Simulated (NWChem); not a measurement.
System: C$_{2}$H$_{4}$FNSi; SMILES N#C[C@@H](F)[SiH3]

Here is an NWChem input.

```
start job
memory heap 200 mb stack 900 mb global 1100 mb
geometry units angstroms noautosym nocenter noautoz
  N      0.796092    -2.341100     0.169704
  C      0.224668    -1.372340    -0.104949
  C     -0.455271    -0.122602    -0.428743
  F     -1.667440    -0.045030     0.222207
  Si     0.602692     1.410767     0.067379
  H     -0.637331    -0.106247    -1.518838
  H      0.829096     1.368218     1.536780
  H     -0.179596     2.617852    -0.318117
  H      1.889447     1.351018    -0.681765
end
basis spherical
  * library def2-svp
end
dft
  xc pbe0
  iterations 150
end
cosmo
  do_cosmo_smd true
  solvent water
end
task dft energy
```

The geometry was optimised at PBE0/def2-SVP. Solvent: water.

Level: PBE0/def2-SVP with SMD (1 M gas to 1 M solution), gas-phase geometry. Reactions with the solvent are ignored.

Question: Predict the main results of this run. (PBE0/def2-SVP, SMD on the gas-phase geometry.) Quantities: solvation free energy (kcal/mol); cavity-dispersion-structure term (kcal/mol); dipole in solution (D).

Answer: 
```json
{
 "solvation free energy (kcal/mol)": "-1.1",
 "cavity-dispersion-structure term (kcal/mol)": "5.2",
 "dipole in solution (D)": "4.32"
}
```
